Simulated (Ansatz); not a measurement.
Computed with Ansatz on PBE0-D4/def2-TZVP structures; ΔE is electronic, products minus reactants. CCSD(T)/CBS adds triple-zeta CCSD(T) − MP2 to the extrapolated MP2 energy (def2 sets, frozen cores). This one scheme is used for every species. Functionals use def2-TZVPP. B3LYP here is the variant with VWN-RPA as its local correlation; programs differ in this. Each species was taken in one conformer, which may not be the lowest.

Reaction (redistribution): `CB(O)F` + `O[SiH2]C[SiH](O)O` → `CB(O)O` + `O[SiH](O)C[SiH2]F`

| level | ΔE (kcal/mol) |
| --- | --- |
| r2SCAN-D4 | -2.8 |
| PBE0-D4 | -2.6 |
| B3LYP-D4 | -3.0 |
| B3LYP | -3.2 |

What does CCSD(T)/CBS give? (Estimate.)

The calculation gave: -3.5 kcal/mol. The listed levels differ from it by 0.7, 0.9, 0.5, 0.3 kcal/mol.

Largest T1 diagnostic among the species: 0.012.
